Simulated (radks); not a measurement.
Results of a calculation; reference values are marked as such.
Fractional charge and spin in the 5s shell of erbium: the spin-up occupation runs from 0 to 1 and the spin-down occupation from 0 to 1; the fullest corner is Er3+, [Kr] 4d10 4f(up 5.5, down 5.5) 5p6 5s(up 1, down 1). Code: a radial shooting solver on a logarithmic mesh with Libxc functionals. Model: scalar-relativistic Kohn-Sham, SCAN, spin-polarised, spherical densities, finite nucleus; meta-GGA in the generalised Kohn-Sham scheme; Fermi nuclear charge, rms radius of each element as measured or else 0.836 A^(1/3) + 0.57 fm. Energy (eV) minus the two flat planes that join the four corners (they meet along the diagonal where the two added fractions sum to one electron); zero is where a piecewise linear energy would lie.

down \ up,0,0.25,0.5,0.75,1
0,0.000,-1.540,-2.017,-1.484,0.000
0.25,-1.540,-1.989,-1.390,0.222,-1.509
0.5,-2.017,-1.390,0.294,-1.319,-1.975
0.75,-1.484,0.222,-1.319,-1.849,-1.449
1,0.000,-1.509,-1.975,-1.449,0.000

Corners above the fullest one (they belong to Er4+ and the next ion): (up 1, down 0) 90.740 eV, (up 0, down 1) 90.740 eV, (up 0, down 0) 198.63 eV. With half an added electron in each spin the energy lies 0.294 eV from the planes, and with half an added electron in spin up alone -2.017 eV. The planes are only a guide here: the flat-plane condition holds for ground states with one frontier orbital, while this shell lies below other occupied shells, so the corners above the fullest one are inner-hole states and not the ground states of those ions.
